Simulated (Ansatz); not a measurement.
Harmonic frequencies (cm⁻¹) at PBE0-D4/def2-TZVP from Ansatz: 72, 107, 120, 165, 300, 433, 592, 626, 843, 852, 891, 1004, 1062, 1102, 1231, 1292, 1395, 1457, 1465, 1878, 2711, 3072, 3141, 3194.

Each molecule was computed in one conformer, which needn't be the lowest.

**Question.** Which molecule is it?
A. `O/C=C/B(O)Cl`
B. `CCB(O)O`
C. `CC(=O)OBCl`
D. `COB(O)O`

**Answer.** C.
